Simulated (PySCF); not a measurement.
PySCF input for Al(Me)(OMe)(PH2) (C2H8AlOP), SMILES [CH3][Al]([PH2])[O]C, IEF-PCM-B3LYP/def2-SVP. The structure is a stationary point at PBE-D3(BJ)/def2-SVP. The structure was generated by enumeration; whether it is a known compound was not checked. The values are those of a single conformer.

```python
import numpy as np
from pyscf import gto, scf, dft
from pyscf.solvent import pcm

mol = gto.M(
    atom='''
    Al    0.40680324   -0.12229464    0.33525447
    C     1.83249507   -0.44767985    1.63355229
    H     1.42424749   -0.88257371    2.57060543
    H     2.34665792    0.49506367    1.91558721
    H     2.58865320   -1.15200669    1.23179743
    O     0.39777743   -1.09960873   -1.08071450
    C    -0.39056304   -1.23478449   -2.22974827
    H     0.19710092   -0.98826418   -3.14344874
    H    -0.74460786   -2.28496443   -2.34101909
    H    -1.29291632   -0.57672079   -2.22790559
    P    -1.19471858    1.59356277    0.53182717
    H    -1.48019740    1.20698251    1.89265213
    H    -2.24041318    0.76052840   -0.01109269
    ''',
    basis='def2-SVP',
    charge=0,
    spin=0,
    max_memory=1600,
    verbose=3,
)
mf = dft.RKS(mol, xc='b3lyp').density_fit(auxbasis='def2-universal-jkfit')
mf.grids.level = 3
mf.conv_tol = 1e-9
mf.max_cycle = 100
mf.kernel()
res = {}
for name, eps in {'water': 78.355, 'dimethylsulfoxide': 46.826, 'n-hexane': 1.8819}.items():
    s = mf.PCM()
    s.with_solvent.method, s.with_solvent.eps, s.with_solvent.lebedev_order = 'IEF-PCM', eps, 29
    s.kernel(mf.make_rdm1())
    res[name] = (s.e_tot, eps, s.dip_moment(), s.mo_energy, s.converged)
    print(f'{name}: electrostatic solvation free energy {(s.e_tot - mf.e_tot) * 627.509474:.3f} kcal/mol')
```

It prints:

```
converged SCF energy = -739.834085838277

WARN: PCM is an experimental feature. It is still in testing.
Features and APIs may be changed in the future.

converged SCF energy = -739.841531058361
Dipole moment(X, Y, Z, Debye): -0.29423, -0.95447,  0.25452
water: electrostatic solvation free energy -4.672 kcal/mol

WARN: PCM is an experimental feature. It is still in testing.
Features and APIs may be changed in the future.

converged SCF energy = -739.841410004749
Dipole moment(X, Y, Z, Debye): -0.29123, -0.94955,  0.25173
dimethylsulfoxide: electrostatic solvation free energy -4.596 kcal/mol

WARN: PCM is an experimental feature. It is still in testing.
Features and APIs may be changed in the future.

converged SCF energy = -739.836539956261
Dipole moment(X, Y, Z, Debye): -0.21870, -0.75656,  0.15320
n-hexane: electrostatic solvation free energy -1.540 kcal/mol
```

The run converged.

Cost: very roughly 2.3 core-minutes.
